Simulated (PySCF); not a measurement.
MSe₂ across group 14

Level: PBE0, basis family def2-TZVP, scalar-relativistic core potentials from Rb on and no relativity for lighter atoms.

Each entry is the lowest minimum that a search over a few typed start shapes (and spin states, where more than one is plausible) found, or that minimum re-optimised at the stated level; isomers with ligand–ligand bonds, or fragments after loss of a ligand pair, can lie lower. Open shells are unrestricted; no spin–orbit coupling; PySCF with density fitting.

```json
{"molecule": "CSe₂", "2S+1": "1", "point group": "D∞h", "mean bond to the central atom (Å)": "1.689", "lowest ω (cm⁻¹)": "329", "polar-tensor charge of the central atom": "0.66", "gap (eV)": "5.03", "atomisation (kJ/mol)": "995"}
{"molecule": "SiSe₂", "2S+1": "1", "point group": "D∞h", "mean bond to the central atom (Å)": "2.053", "lowest ω (cm⁻¹)": "156", "polar-tensor charge of the central atom": "0.77", "gap (eV)": "5.29", "atomisation (kJ/mol)": "833"}
{"molecule": "SnSe₂", "2S+1": "1", "point group": "D∞h", "mean bond to the central atom (Å)": "2.303", "lowest ω (cm⁻¹)": "73", "polar-tensor charge of the central atom": "0.86", "gap (eV)": "4.35", "atomisation (kJ/mol)": "653"}
{"molecule": "PbSe₂", "2S+1": "?", "point group": "?", "mean bond to the central atom (Å)": "?", "lowest ω (cm⁻¹)": "?", "polar-tensor charge of the central atom": "?", "gap (eV)": "?", "atomisation (kJ/mol)": "?"}
```

Fill in the row of PbSe₂.

2S+1: 1; point group: D∞h; mean bond to the central atom (Å): 2.373; lowest ω (cm⁻¹): 59; polar-tensor charge of the central atom: 0.87; gap (eV): 3.95; atomisation (kJ/mol): 576.

The bond lengthens at every step; the largest change, 0.364 Å, falls between CSe₂ and SiSe₂ among the members listed.

Spin–orbit coupling can matter for PbSe₂.

Left out of the table are members whose search was unfinished or whose lowest solution was spin-contaminated, unstable, very soft or bonded differently.
